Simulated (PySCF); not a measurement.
(H2In-mu-I)2.
Bonds: In1–I4, In1–I8, I4–In5, In5–I8. Hydrogens: H2, H3 on In1; H6, H7 on In5.

Level of theory: TDDFT PBE0/def2-SVPD, vertical, gas phase, core orbitals frozen in the response, def2 core potentials past Kr in PySCF. Geometry: PBE0-D3(BJ)/def2-SVP, one conformer, isolated molecule. Spin–orbit coupling is left out.

**Question.** What does the calculation give for the low-lying excited states?

**Answer.** 

```json
{"state": "S1", "E (eV)": "4.88", "ν̃ (cm⁻¹)": "39370", "f": "0.0000", "main configurations (H = HOMO, L = LUMO)": "H→L (98%)"}
{"state": "S2", "E (eV)": "5.08", "ν̃ (cm⁻¹)": "40960", "f": "0.0000", "main configurations (H = HOMO, L = LUMO)": "H→L+1 (96%)"}
{"state": "S3", "E (eV)": "5.09", "ν̃ (cm⁻¹)": "41060", "f": "0.0000", "main configurations (H = HOMO, L = LUMO)": "H-1→L (97%)"}
{"state": "S4", "E (eV)": "5.36", "ν̃ (cm⁻¹)": "43200", "f": "0.031", "main configurations (H = HOMO, L = LUMO)": "H-1→L+1 (86%), H→L+2 (13%)"}
{"state": "S5", "E (eV)": "5.47", "ν̃ (cm⁻¹)": "44130", "f": "0.0000", "main configurations (H = HOMO, L = LUMO)": "H-3→L (82%), H-2→L+1 (17%)"}
{"state": "S6", "E (eV)": "5.54", "ν̃ (cm⁻¹)": "44700", "f": "0.0000", "main configurations (H = HOMO, L = LUMO)": "H-2→L+1 (79%), H-3→L (16%)"}
{"state": "S7", "E (eV)": "5.57", "ν̃ (cm⁻¹)": "44950", "f": "0.019", "main configurations (H = HOMO, L = LUMO)": "H→L+2 (83%), H-1→L+1 (13%)"}
{"state": "S8", "E (eV)": "5.63", "ν̃ (cm⁻¹)": "45430", "f": "0.0000", "main configurations (H = HOMO, L = LUMO)": "H-2→L (81%), H-3→L+1 (13%)"}
{"state": "S9", "E (eV)": "5.75", "ν̃ (cm⁻¹)": "46390", "f": "0.0000", "main configurations (H = HOMO, L = LUMO)": "H-1→L+2 (96%)"}
{"state": "S10", "E (eV)": "5.83", "ν̃ (cm⁻¹)": "46990", "f": "0.0000", "main configurations (H = HOMO, L = LUMO)": "H-3→L+1 (86%), H-2→L (12%)"}
```

Triplets, Tamm–Dancoff:

```csv
state,E (eV),λ (nm),"main configurations (H = HOMO, L = LUMO)"
T1,4.63,268.1,H→L (94%)
T2,4.90,252.9,"H→L+1 (88%), H-1→L+2 (9%)"
T3,4.94,250.9,H-1→L (95%)
T4,4.99,248.3,H-2→L (88%)
```

The lowest singlet comes at 254 nm (471 kJ/mol) in the ultraviolet; it is dark (f under 0.0005); its leading configuration is HOMO→LUMO (98%). The strongest level in the table is S4 at 5.36 eV (231 nm, f = 0.031). Löwdin shares by element: HOMO iodine 70%, indium 13% (atoms not listed hold the other 18%); LUMO indium 40%, iodine 39% (atoms not listed hold the other 21%). Weighted by f, the mean energy of these states is 5.44 eV. Of the 10 states listed, 2 reach f = 0.01 and 8 stay under 0.0005. All these states lie below the vertical ionisation energy of 9.18 eV (ΔSCF). The window holds the lowest 10 singlets.

On one thread, Arm Neoverse V1 (aarch64), shared host, this took 2.0 min of wall time (grids of density and orbitals included) and 0.78 GiB of memory at its peak.
